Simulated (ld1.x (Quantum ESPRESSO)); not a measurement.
# Before and after: TM potential for nitrogen

N, norm-conserving Troullier–Martins (Kleinman–Bylander form), made with ld1.x (Quantum ESPRESSO) 7.5 (LDA (PZ), scalar-relativistic). Core [He], reference 2s2 2p2.75 (charge +0.25). Waves: 2s (bound): rc 1.00 bohr; 3d channel at 0.15 Ry: rc 1.30 bohr; 2p (bound): rc 1.25 bohr. Local part: the p channel. Core correction: none.

Change: wave 2p (bound): rc 1.25 bohr becomes 2p (bound): rc 1.02 bohr.

Cutoffs: the cutoffs (Ry, on a coarse ladder) from which the occupation-weighted sum of valence levels, in a spherical-Bessel basis at the reference potential, stays within 10 and 1 mRy of its value at 400 Ry; they do not see the model core or the augmentation charge, which bear on the density cutoff. Errors are all-electron minus pseudo energies relative to the spin-unpolarised reference configuration.

Q: How do hardness, ghosts and transferability respond?

A: The potential gets harder (70 Ry and 140 Ry → 90 Ry and 140 Ry); of the 9 tests that both files solve, the error grows in 1 and shrinks in 2 by more than 15 % and 0.3 meV (median size 15.2 → 12.7 meV); neither file shows a bound ghost. A smaller radius makes the pseudo-wave follow the all-electron one further in, where it bends more sharply, so more plane waves are needed.

| quantity | base | changed |
| --- | --- | --- |
| cutoff, loose | 70 Ry | 90 Ry |
| cutoff, tight | 140 Ry | 140 Ry |
| loose cutoff by channel (10 mRy a level) | s 45 Ry, p 55 Ry | s 45 Ry, p 80 Ry |
| bound ghosts | none | none |
| error for 2s2 2p3, meV [ΔE -2.19 eV] | +0.1 | +0.2 |
| error for 2s2 2p2, meV [ΔE 11.54 eV] | +3.2 | +3.0 |
| error for 2s2 2p1, meV [ΔE 40.51 eV] | +66 | +52 |
| error for 2s2 2p0, meV [ΔE 87.68 eV] | +399 | +306 |
| error for 2s2 2p2.5, meV [ΔE 2.98 eV] | 0.0 | +0.1 |
| error for 2s1 2p3, meV [ΔE 23.00 eV] | +1.7 | +7.1 |
| error for 2s1 2p4, meV [ΔE 9.02 eV] | +15 | +13 |
| error for 2s2 2p2.75 (spin-polarised), meV [ΔE -2.61 eV] | +271 | +285 |
| error for 2s2 2p3 (spin-polarised), meV [ΔE -5.08 eV] | +290 | +304 |
| s: phases at 1.40 bohr within 0.05 rad from the reference energy up to (Ry; the scan ends near 5) | to the end of the scan | to the end of the scan |
| p: phases at 1.40 bohr within 0.05 rad from the reference energy up to (Ry; the scan ends near 5) | to the end of the scan | to the end of the scan |
| d: phases at 1.40 bohr within 0.05 rad from the reference energy up to (Ry; the scan ends near 5) | to the end of the scan | to the end of the scan |
